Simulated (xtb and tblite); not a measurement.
Conformational energy of SMILES BCCB (C₂H₈B₂). Scanned: dihedral H5–B1–C2–C3 and dihedral B1–C2–C3–B4; all other coordinates were relaxed at GFN2-xTB. Points at φ and −φ are mirror images. Heavy atoms are numbered in the order of the SMILES BCCB, hydrogens after them in the order of the atoms that carry them; the mirror image has the same energies with the sign of each dihedral reversed.

Computed with GFN2-xTB in xtb and tblite.

Energy in kJ/mol above the lowest grid point; x is the dihedral H5–B1–C2–C3 (°), y the dihedral B1–C2–C3–B4 (°).

```csv
y \ x,-150,-120,-90,-60,-30,0,30,60,90,120,150,180
180,1.6,3.9,3.8,4.0,1.4,0.3,1.4,4.0,3.8,3.9,1.6,0.3
150,5.5,7.5,6.6,7.0,3.4,3.0,5.3,7.4,6.8,7.0,3.7,2.9
120,9.5,12.7,11.1,13.3,9.1,7.6,9.1,12.7,11.3,13.2,9.4,7.6
90,3.6,7.2,8.4,8.7,5.6,3.1,3.2,7.1,8.4,8.6,5.8,3.0
60,1.0,4.4,6.0,5.8,1.9,0.0,0.8,4.4,6.1,5.8,2.2,0.0
30,8.4,9.8,11.9,13.3,10.9,8.7,8.3,9.6,11.9,13.2,11.3,8.7
0,17.0,16.6,18.2,16.6,17.1,18.3,17.1,16.6,18.2,16.6,17.0,18.3
-30,11.3,13.2,11.9,9.6,8.3,8.7,10.9,13.3,11.9,9.8,8.4,8.7
-60,2.2,5.8,6.1,4.4,0.8,0.0,1.9,5.8,6.0,4.4,1.0,0.0
-90,5.8,8.6,8.4,7.1,3.2,3.1,5.6,8.7,8.4,7.2,3.6,3.0
-120,9.4,13.2,11.3,12.7,9.1,7.6,9.1,13.3,11.1,12.7,9.5,7.6
-150,3.7,7.0,6.8,7.4,5.3,3.0,3.4,7.0,6.6,7.5,5.5,2.9
```

The six lowest points that lie below all their neighbours on the grid: x = 180, y = -60 (0.0 kJ/mol); x = 180, y = 60 (0.0 kJ/mol); x = 0, y = -60 (0.0 kJ/mol); x = 0, y = 60 (0.0 kJ/mol); x = 180, y = 180 (0.3 kJ/mol); x = 0, y = 180 (0.3 kJ/mol). The lowest path on the grid from the first to the second passes x = 180, y = -120 at 7.6 kJ/mol.
